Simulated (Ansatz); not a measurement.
## Four-centre ligand exchange

Start structure (BSiH4F3, singlet), relaxed at PBE0-D4/def2-TZVP:

```json
{"atom": "B1", "x (Å)": "-0.4952", "y (Å)": "0.9211", "z (Å)": "-1.7380"}
{"atom": "F2", "x (Å)": "0.5196", "y (Å)": "1.6847", "z (Å)": "-2.0654"}
{"atom": "F3", "x (Å)": "-0.5501", "y (Å)": "-0.3175", "z (Å)": "-2.1679"}
{"atom": "F4", "x (Å)": "-1.4736", "y (Å)": "1.4061", "z (Å)": "-1.0103"}
{"atom": "H5", "x (Å)": "0.8823", "y (Å)": "0.2258", "z (Å)": "0.3849"}
{"atom": "Si6", "x (Å)": "0.3954", "y (Å)": "-0.7457", "z (Å)": "1.4025"}
{"atom": "H7", "x (Å)": "0.3696", "y (Å)": "-0.0755", "z (Å)": "2.7255"}
{"atom": "H8", "x (Å)": "-0.9689", "y (Å)": "-1.1949", "z (Å)": "1.0332"}
{"atom": "H9", "x (Å)": "1.3210", "y (Å)": "-1.9042", "z (Å)": "1.4356"}
```

The step: BF₃ ([F][B]([F])[F]) + SiH₄ → BSiH₃F₂ ([F][B]([F])[SiH3]) + HF; bonds formed: B1–Si6, F2–H5; bonds broken: B1–F2, H5–Si6. Program: Ansatz 0.2.0. Basis: def2-TZVPP and def2-QZVPP. Cores are frozen in the correlated methods. Extrapolation: Hartree–Fock as exp(−7.88 √X), correlation as X^−2.97. Energies below are by CCSD(T) at an estimated basis limit (MP2 extrapolated from triple and quadruple zeta, plus CCSD(T) − MP2 in triple zeta).

What are the electronic barrier and the energy of the step, from the start structure to the end structure? (To be estimated.)

Computed: Barrier 276.0 kJ/mol; step energy 151.1 kJ/mol (uphill); reverse barrier, their difference, 124.8 kJ/mol. Barrier and step energy count from the start structure, the reverse barrier from the end structure.

The saddle point: One imaginary mode of 1096i cm⁻¹.
```
  pair  start (Å)  saddle (Å)  end (Å)
B1–Si6       3.67        2.21     2.03
 F2–H5       2.87        1.11     0.92
 B1–F2       1.31        1.64     2.67
H5–Si6       1.49        1.95     3.81
```

Zero-point energy (harmonic, PBE0-D4): ZPE is 116.7 kJ/mol at the start and 111.8 kJ/mol at the saddle, so the barrier goes from 276.0 to 271.0 kJ/mol.

The T1 diagnostic stays at or below 0.014.

Labels in which every atom is bracketed show which atoms are joined, not bond orders.

For scale, one of the runs: CCSD(T)/def2-TZVPP, 222 basis functions, launched by `ansatz run in.yaml --threads 4 --pin off --events-out ev --progress --plain --max-ram 9574MiB`. The run took 110 s on 4 CPU threads of an Arm Neoverse V1 (shared host), with 3.7 GiB of host memory at its peak.
